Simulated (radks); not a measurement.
The numbers below are computed, except where a source is named.
All-electron atom: Tm LXIII in [He] 2s2 2p3. Code: a radial shooting solver on a logarithmic mesh with Libxc functionals. Model: Dirac Kohn-Sham, OLYP, spin-unpolarised, spherical densities, finite nucleus; open shells are shared between the two j in proportion to 2j + 1; Fermi nuclear charge, rms radius 5.2256 fm.

Unscreened Slater integrals over Kohn-Sham orbitals (hartree). Large and small components are both included. Empty in this configuration: 3s1/2.

integral           value
F0(2p3/2,2p3/2)   12.244
F2(2p3/2,2p3/2)   5.8603
F0(2p3/2,2p1/2)   12.824
G2(2p3/2,2p1/2)   5.7260
F0(2p3/2,2s1/2)   11.529
G1(2p3/2,2s1/2)   6.4701
F0(2p3/2,1s1/2)   16.576
G1(2p3/2,1s1/2)   2.9902
F0(2p3/2,3s1/2)   6.0099
G1(2p3/2,3s1/2)  0.62430
F0(2p1/2,2p1/2)   13.526
F0(2p1/2,2s1/2)   12.006
G1(2p1/2,2s1/2)   6.2648
F0(2p1/2,1s1/2)   18.621
G1(2p1/2,1s1/2)   3.3306
F0(2p1/2,3s1/2)   6.1151
G1(2p1/2,3s1/2)  0.63942
F0(2s1/2,2s1/2)   11.096
F0(2s1/2,1s1/2)   15.921
G0(2s1/2,1s1/2)   1.8668
F0(2s1/2,3s1/2)   5.9223
G0(2s1/2,3s1/2)  0.55331
F0(1s1/2,1s1/2)   47.510
F0(1s1/2,3s1/2)   7.0837
G0(1s1/2,3s1/2)  0.45011
F0(3s1/2,3s1/2)   4.6031
